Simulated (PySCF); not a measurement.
## Core-level binding energies of `[O]=[Mn](=[O])(=[O])[O-]`

Species: MnO₄ (charge -1 and singlet state).
Atom-mapped SMILES: `[O:1]=[Mn:2](=[O:3])(=[O:4])[O-:5]`

Structure used (PBE0-D3(BJ)/def2-SVP), in Å, numbered top down from 1:
```
atom  x, y, z in Å
O1     0.2884   -1.1149    1.0685
Mn2    0.0035    0.0015   -0.0057
O3    -0.5202    1.3019    0.7127
O4    -1.0838   -0.5116   -1.0213
O5     1.3292    0.3287   -0.7886
```

Theory: PySCF, delta-SCF UKS SCAN, pcX-2 on the ionised atom, pcseg-1 elsewhere, spin-free X2C. Each binding energy is the total energy of the core-ionised species, with the hole localised on one atom, minus that of the ground state; both are solved self-consistently, so orbital relaxation is included.

**Question.** What binding energy does each computed site have?

**Answer.** 
| atom(s) | bonded to | level | binding energy (eV) | count |
| --- | --- | --- | --- | --- |
| O1/O3/O4/O5 | Mn | O 1s | 531.84 | 4 |

**Question.** What is the longest wavelength that can ionise O 1s of O1/O3/O4/O5 vertically?

**Answer.** λ = hc/E = 12398.42 eV Å / 531.84 eV = 23.312 Å.

Atoms equivalent by their bonding share one computed value, that of the first of them. No level of manganese is listed. The species carries charge -1, so core ionisation leaves a neutral species. The basis sets have no added diffuse functions. Geometry: PBE0-D3(BJ)/def2-SVP; no solvent, vibrations or thermal averaging.
